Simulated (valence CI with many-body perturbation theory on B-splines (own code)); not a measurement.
**E1 transitions of Gd59+**

Method: configuration interaction combined with many-body perturbation theory (CI+MBPT): three valence electrons over a frozen Dirac-Fock core [He], a basis of 11 s, 11 p, 10 d, 8 f, 5 g, 2 h functions for each j, with the one-electron correlation potential Σ1 (screened to all orders), the two-electron term Σ2, the three-electron term Σ3, Breit, model QED; selected single and double excitations, second order for the rest, scaled by the run's own slope (own B-spline code, finite nucleus).

No measured spectrum was set against this ion. As an estimate, large intervals hold to a few tenths of a per cent, small ones and those within an open d or f shell to about a per cent.

Lines 101 to 150 of 575 in falling wavelength, among levels below 88804 × 10³ cm⁻¹, chosen from the strongest by gf and those to the six lowest levels. Wavelengths and rates use the calculated energies. Electric multipoles are in the length gauge, E1 and E2 with the static RPA response of the core. Weak lines are less certain than strong ones. Lines between different terms over intervals too small for the method are left out, as are lines whose strength nearly cancels.

Levels are named by their leading jj configuration (3d3/2^4 stands for four electrons in 3d with j = 3/2), which in mixed levels can hold well under half, so a name can repeat and another be missing. Letters in brackets count levels of one name in rising energy.

| λ vac (Å) | Upper | Lower | A (s⁻¹) | log gf | Branch % |
| --- | --- | --- | --- | --- | --- |
| 44.56 | (2p1/2 2p3/2 3d3/2) J=3/2 [a] | (2p1/2 2p3/2 3p1/2) J=1/2 | 1.05e+11 | -0.90 | 0.0 |
| 44.37 | (2p1/2 2p3/2 3p3/2) J=1/2 [a] | (2p1/2 2p3/2 3s) J=1/2 | 1.60e+11 | -1.02 | 0.1 |
| 43.95 | (2s 2p3/2 3p3/2) J=5/2 [b] | (2s 2p3/2 3s) J=3/2 [b] | 3.11e+11 | -0.27 | 0.2 |
| 43.94 | (2p1/2 2p3/2 3p3/2) J=5/2 [a] | (2p1/2 2p3/2 3s) J=3/2 [a] | 2.80e+11 | -0.31 | 0.1 |
| 43.78 | (2p1/2 2p3/2 3d3/2) J=1/2 [a] | (2p1/2 2p3/2 3p1/2) J=1/2 | 1.65e+11 | -1.02 | 0.1 |
| 43.56 | (2p1/2 2p3/2 3p3/2) J=7/2 | (2p1/2 2p3/2 3s) J=5/2 | 2.49e+11 | -0.25 | 0.1 |
| 43.50 | (2p1/2^2 2p3/2) J=3/2 | (2s 2p1/2 2p3/2) J=5/2 | 5.87e+10 | -1.18 | 2.6 |
| 43.45 | (2p3/2^2 3p3/2) J=3/2 [b] | (2p3/2^2 3s) J=1/2 | 3.04e+11 | -0.46 | 0.1 |
| 43.43 | (2s 2p3/2 3p3/2) J=7/2 | (2s 2p3/2 3s) J=5/2 | 3.26e+11 | -0.13 | 19.6 |
| 43.42 | (2p1/2 2p3/2 3p3/2) J=3/2 [a] | (2p1/2 2p3/2 3s) J=1/2 | 7.99e+10 | -1.04 | 0.0 |
| 43.28 | (2s 2p1/2 3p3/2) J=1/2 | (2s 2p1/2 3s) J=1/2 [b] | 2.92e+11 | -0.79 | 0.1 |
| 43.27 | (2s 2p3/2 3d3/2) J=3/2 [b] | (2s 2p3/2 3p1/2) J=1/2 | 6.76e+10 | -1.12 | 0.0 |
| 42.84 | (2p1/2 2p3/2 3p3/2) J=3/2 [b] | (2p1/2 2p3/2 3s) J=3/2 [b] | 1.60e+11 | -0.75 | 0.1 |
| 42.67 | (2p1/2 2p3/2 3d3/2) J=5/2 [b] | (2p1/2 2p3/2 3p1/2) J=5/2 | 7.89e+10 | -0.89 | 0.0 |
| 42.55 | (2s 2p3/2 3p3/2) J=5/2 [a] | (2s 2p3/2 3s) J=3/2 [a] | 1.60e+11 | -0.58 | 0.1 |
| 42.35 | (2s 2p1/2 3d3/2) J=3/2 [b] | (2s 2p1/2 3p1/2) J=3/2 | 1.03e+11 | -0.96 | 0.0 |
| 42.00 | (2s 2p1/2 3p3/2) J=3/2 [a] | (2s 2p1/2 3s) J=1/2 [a] | 3.36e+11 | -0.45 | 0.3 |
| 41.84 | (2s 2p3/2 3p3/2) J=1/2 [a] | (2s 2p3/2 3s) J=3/2 [a] | 3.41e+11 | -0.75 | 0.1 |
| 41.70 | (2s 2p3/2 3p3/2) J=3/2 [b] | (2s 2p3/2 3s) J=3/2 [b] | 1.63e+11 | -0.77 | 0.1 |
| 41.70 | (2s^2 3p3/2) J=3/2 | (2s^2 3s) J=1/2 | 3.72e+11 | -0.41 | 3.7 |
| 41.57 | (2s 2p3/2 3p3/2) J=3/2 [a] | (2s 2p3/2 3s) J=5/2 | 8.04e+10 | -1.08 | 0.0 |
| 41.34 | (2p1/2 2p3/2 3p3/2) J=5/2 [b] | (2p1/2 2p3/2 3s) J=3/2 [b] | 1.47e+11 | -0.64 | 0.1 |
| 41.32 | (2s 2p1/2 3p3/2) J=5/2 | (2s 2p1/2 3s) J=3/2 | 3.38e+11 | -0.28 | 1.4 |
| 41.24 | (2p1/2^2 3p3/2) J=3/2 | (2p1/2^2 3s) J=1/2 | 2.68e+11 | -0.56 | 0.1 |
| 41.01 | (2s 2p3/2 3p3/2) J=3/2 [b] | (2s 2p3/2 3s) J=1/2 | 2.30e+11 | -0.63 | 0.2 |
| 40.95 | (2s 2p1/2 3p3/2) J=3/2 [b] | (2s 2p1/2 3s) J=3/2 | 1.85e+11 | -0.73 | 0.1 |
| 40.59 | (2s 2p3/2 3p3/2) J=1/2 [b] | (2s 2p3/2 3s) J=1/2 | 3.21e+11 | -0.80 | 3.7 |
| 40.59 | (2p1/2 2p3/2 3p3/2) J=3/2 [b] | (2p1/2 2p3/2 3s) J=1/2 | 1.04e+11 | -0.99 | 0.0 |
| 40.25 | (2p1/2 2p3/2 3p3/2) J=5/2 [b] | (2p1/2 2p3/2 3s) J=5/2 | 1.66e+11 | -0.62 | 0.1 |
| 39.85 | (2p3/2^2 3p3/2) J=3/2 [a] | (2p3/2^2 3s) J=3/2 | 3.34e+11 | -0.50 | 0.1 |
| 39.61 | (2p1/2 2p3/2 3p3/2) J=3/2 [b] | (2p1/2 2p3/2 3s) J=3/2 [a] | 8.78e+10 | -1.08 | 0.0 |
| 39.49 | (2s 2p3/2 3p3/2) J=5/2 [a] | (2s 2p3/2 3s) J=5/2 | 2.46e+11 | -0.46 | 0.1 |
| 39.00 | (2p1/2 2p3/2 3p3/2) J=1/2 [b] | (2p1/2 2p3/2 3s) J=3/2 [b] | 3.59e+11 | -0.79 | 0.1 |
| 38.62 | (2p3/2^2 3p3/2) J=3/2 [a] | (2p3/2^2 3s) J=5/2 | 9.26e+10 | -1.08 | 0.0 |
| 38.51 | (2p1/2^2 2p3/2) J=3/2 | (2s 2p1/2 2p3/2) J=3/2 [a] | 1.74e+10 | -1.81 | 0.8 |
| 13.75 | (2p3/2^2 3d5/2) J=7/2 | (2s 2p3/2 3d5/2) J=5/2 [b] | 7.41e+11 | -0.77 | 9.0 |
| 13.74 | (2p3/2^2 3p3/2) J=5/2 | (2s 2p3/2 3p3/2) J=3/2 [b] | 1.06e+12 | -0.75 | 0.4 |
| 13.65 | (2s 2p1/2 2p3/2) J=3/2 [a] | (2s^2 2p1/2) J=1/2 | 2.03e+10 | -2.64 | 88.0 |
| 13.60 | (2p3/2^2 3d3/2) J=5/2 | (2s 2p3/2 3d3/2) J=3/2 [b] | 5.45e+11 | -1.04 | 0.1 |
| 13.56 | (2p3/2^2 3d5/2) J=1/2 | (2s 2p3/2 3d5/2) J=3/2 [b] | 1.48e+12 | -1.09 | 0.3 |
| 13.52 | (2p3/2^2 3d5/2) J=7/2 | (2s 2p3/2 3d5/2) J=7/2 [b] | 5.48e+11 | -0.92 | 6.7 |
| 13.52 | (2p3/2^2 3p3/2) J=7/2 | (2s 2p3/2 3p3/2) J=5/2 [b] | 1.81e+12 | -0.40 | 0.7 |
| 13.51 | (2p3/2^2 3d5/2) J=9/2 | (2s 2p3/2 3d5/2) J=7/2 [b] | 1.61e+12 | -0.36 | 21.2 |
| 13.44 | (2p3/2^2 3s) J=5/2 | (2s 2p3/2 3s) J=3/2 [b] | 1.70e+12 | -0.56 | 3.1 |
| 13.43 | (2p3/2^2 3d3/2) J=5/2 | (2s 2p3/2 3d3/2) J=5/2 [b] | 6.04e+11 | -1.01 | 0.1 |
| 13.41 | (2p3/2^2 3d3/2) J=7/2 | (2s 2p3/2 3d3/2) J=5/2 [b] | 1.57e+12 | -0.47 | 0.2 |
| 13.38 | (2s 2p3/2^2) J=5/2 | (2s^2 2p3/2) J=3/2 | 6.50e+11 | -0.98 | 99.2 |
| 13.38 | (2p3/2^2 3p1/2) J=3/2 | (2s 2p3/2 3p1/2) J=1/2 | 1.57e+12 | -0.77 | 0.5 |
| 13.37 | (2p3/2^2 3p1/2) J=5/2 | (2s 2p3/2 3p1/2) J=3/2 [b] | 1.81e+12 | -0.54 | 0.5 |
| 13.29 | (2p3/2^2 3s) J=3/2 | (2s 2p3/2 3s) J=3/2 [b] | 7.15e+11 | -1.12 | 0.4 |

Q: How does gf follow from A for the line at 13.41 Å?

A: gf = 1.4992 × (2J+1)_upper × A / σ², with σ = 7458582 cm⁻¹ and 2J+1 = 8: gf = 0.338.
